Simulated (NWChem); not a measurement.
System: GeBr cation, singlet

Input file for NWChem:

```
start job
memory heap 200 mb stack 900 mb global 1100 mb
charge 1
geometry units angstroms
  Ge     0.000000     0.000000    -1.167360
  Br     0.000000     0.000000     1.067563
end
basis spherical
  * library 3-21g
end
dft
  xc hfexch
  iterations 150
end
driver
  maxiter 120
end
task dft optimize
task dft freq
```

Low-valent species are run as closed-shell singlets; no triplet was tried in these runs. This build's default masses of Se (78.918 u) and Br (79.917 u) are each other's, which moves their modes by up to 0.6 %.

The level has its own optimisation; frequencies are unscaled.

Task: Predict the main results of this run. (Hartree-Fock/3-21G.) Quantities: r Br–Ge (Å); highest harmonic frequency (cm⁻¹); zero-point energy (kcal/mol).

Result: The r Br–Ge (Å) is 2.299. The highest harmonic frequency (cm⁻¹) comes out as 336 and the zero-point energy (kcal/mol) is 0.5.
